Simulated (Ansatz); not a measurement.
Program: Ansatz. Geometries: PBE0-D4/def2-TZVP. ΔE: electronic, gas phase. CCSD(T)/CBS adds triple-zeta CCSD(T) − MP2 to the extrapolated MP2 energy (def2 sets, frozen cores). This one scheme is used for every species, atoms too. Functionals use def2-TZVPP. B3LYP here is the variant with VWN-RPA as its local correlation; programs differ in this. Open shells (•) are unrestricted, without spin–orbit coupling. Spin–orbit coupling would lower the free atoms: a little for Si. Each species was taken in one conformer, which may not be the lowest.

Reaction (atomization): `N[SiH2][SiH2]N` → 8 H• + 2 N• + 2 Si•

`N[SiH2][SiH2]N`:

```xyz
12

N     0.716   -1.488   -0.850
Si   -0.855   -0.769   -0.781
Si   -0.562    1.146    0.551
N     1.060    1.016    1.137
H     1.505   -0.877   -0.997
H     0.851   -2.368   -1.323
H    -1.465   -0.407   -2.100
H    -1.782   -1.758   -0.163
H    -1.629    1.229    1.599
H    -0.664    2.408   -0.233
H     1.369    0.113    1.462
H     1.457    1.754    1.698
```

```json
{"level": "PBE-D4", "ΔE (kJ/mol)": "3864.1", "difference from CCSD(T)/CBS": "5.4"}
{"level": "B97M-V", "ΔE (kJ/mol)": "3857.6", "difference from CCSD(T)/CBS": "-1.1"}
{"level": "B3LYP-D4", "ΔE (kJ/mol)": "3868.6", "difference from CCSD(T)/CBS": "9.9"}
{"level": "ωB97X-V", "ΔE (kJ/mol)": "3886.1", "difference from CCSD(T)/CBS": "27.4"}
{"level": "B2PLYP", "ΔE (kJ/mol)": "3804.5", "difference from CCSD(T)/CBS": "-54.2"}
{"level": "PBE", "ΔE (kJ/mol)": "3839.3", "difference from CCSD(T)/CBS": "-19.4"}
{"level": "CAM-B3LYP", "ΔE (kJ/mol)": "3860.6", "difference from CCSD(T)/CBS": "1.9"}
{"level": "HF/def2-TZVPP", "ΔE (kJ/mol)": "2726.2", "difference from CCSD(T)/CBS": "-1132.5"}
{"level": "MP2/def2-TZVPP", "ΔE (kJ/mol)": "3732.9", "difference from CCSD(T)/CBS": "-125.8"}
{"level": "HF/def2-QZVPP", "ΔE (kJ/mol)": "2735.7", "difference from CCSD(T)/CBS": "-1123.0"}
{"level": "CCSD(T)/CBS", "ΔE (kJ/mol)": "3858.7", "difference from CCSD(T)/CBS": "0"}
```

Largest T1 diagnostic among the species: 0.012.

From BLYP to BHLYP (50 % exact exchange), in def2-TZVPP and without D4, ΔE moves by −46.8 kJ/mol: exact exchange takes away binding that semilocal exchange gives to molecules. Leaving LDA and LC-ωPBE aside and taking each functional with its dispersion term where it has one, the values, not all of them listed here, spread over 105.1 kJ/mol, from BHLYP-D4 to ωB97X-V. LDA lies +488.2 kJ/mol from PBE without D4, its usual overbinding. In def2-TZVPP, CCSD(T) changes the Hartree–Fock value by +1007.7 kJ/mol (the triples alone add +45.3 kJ/mol) and MP2 by +1006.7 kJ/mol; breaking electron pairs costs correlation energy, which Hartree–Fock lacks.

For atomizations the MP2-based limit and the directly extrapolated one differ by several kJ/mol either way, and by 10 to 25 for some Ge, Se and Sn compounds, so smaller differences from it don't rank the levels.
